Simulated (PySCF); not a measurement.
Geometry:
```tsv
atom	x (Å)	y (Å)	z (Å)
C1	-1.832	-2.433	-1.957
C2	-1.671	-1.445	-1.272
C3	-1.538	-0.263	-0.473
C4	-0.221	0.159	-0.013
C5	0.950	-0.488	-0.147
F6	1.032	-1.673	-0.751
C7	2.278	-0.007	0.347
C8	2.828	-0.956	1.413
C9	3.259	0.158	-0.816
C10	-2.702	0.407	-0.208
C11	-2.937	1.610	0.555
C12	-4.142	2.174	0.735
F13	-1.874	2.198	1.122
H14	-1.955	-3.314	-2.560
H15	-0.168	1.113	0.507
H16	2.103	0.979	0.806
H17	3.802	-0.599	1.781
H18	2.143	-1.034	2.270
H19	2.971	-1.965	0.998
H20	4.224	0.543	-0.452
H21	3.443	-0.808	-1.309
H22	2.871	0.858	-1.570
H23	-3.615	-0.018	-0.628
H24	-4.240	3.084	1.328
H25	-5.029	1.727	0.290
```

PySCF 2.14.0 with density-fitted response routines calculation with geometry from PBE0-D3(BJ)/def2-SVP, B3LYP/pcJ-1 coupling constants (spin–dipole term only in couplings to heteroatoms) and NMR shieldings at KT3/pcSseg-1/GIAO; no relativistic terms, a single conformation, rapidly exchanging positions averaged, isolated molecule.

Predict the 2D correlation tables (HSQC, COSY, HMBC).

Results:



HSQC (one-bond C–H):
| δH | δC | 1J(C,H) (Hz) |
| --- | --- | --- |
| 6.16 (H15) | 98.2 (C4) | 170 |
| 5.61 (H23) | 121.3 (C10) | 167 |
| 4.62 (H24) | 91.8 (C12) | 174 |
| 4.39 (H25) | 91.8 (C12) | 176 |
| 3.24 (H14) | 78.0 (C1) | 276 |
| 2.01 (H16) | 39.4 (C7) | 134 |
| 1.17 (H17/H18/H19/H20/H21/H22) | 22.0 (C8/C9) | 135 |

COSY cross peaks (|J| ≥ 2 Hz):
| δH | δH | abs. J (Hz) | bonds |
| --- | --- | --- | --- |
| 4.62 (H24) | 4.39 (H25) | 2.4 | 2 |
| 2.01 (H16) | 1.17 (H17/H18/H19/H20/H21/H22) | 7.7 | 3 |

HMBC (two and three bonds, |J| ≥ 2.5 Hz):
| δH | δC [abs. J in Hz] |
| --- | --- |
| 6.16 (H15) | 164.6 (C5) [8.7], 121.3 (C10) [3.7], 80.4 (C2) [10.7], 39.4 (C7) [3.7] |
| 5.61 (H23) | 161.2 (C11) [10.8], 113.0 (C3) [3.6], 98.2 (C4) [10.6], 91.8 (C12) [3.2], 80.4 (C2) [10.3] |
| 4.62 (H24) | 161.2 (C11) [8.0], 121.3 (C10) [10.4] |
| 4.39 (H25) | 161.2 (C11) [8.3], 121.3 (C10) [5.5] |
| 3.24 (H14) | 113.0 (C3) [5.4], 80.4 (C2) [51.5] |
| 2.01 (H16) | 98.2 (C4) [2.9], 22.0 (C8/C9) [3.8] |
| 1.17 (H17/H18/H19/H20/H21/H22) | 164.6 (C5) [4.7], 39.4 (C7) [3.3], 22.0 (C8/C9) [5.6] |

Shifts are taken against calculated references (same method and geometry level): 1H (σ = 31.32 ppm), 13C (σ = 182.31 ppm) against TMS.

Short H···H contacts in this conformer between protons four or more bonds apart (candidates for NOE cross peaks, intensity ∝ r⁻⁶): H15···H16 2.29 Å, H23···H25 2.43 Å.

Common functionals overestimate the size of one-bond C–F couplings by tens of Hz; these are unscaled. Unscaled 3J(H,H) at this level run about 10 % above measured values. Shifts are as computed, not scaled to solution data. Of 1211 compounds with measured shifts, 218 miss one by over three times the rms of a fit or turn the order of signals round; such compounds aren't used in these exercises. 3J across rotatable bonds or in flexible rings reflects this conformer alone.
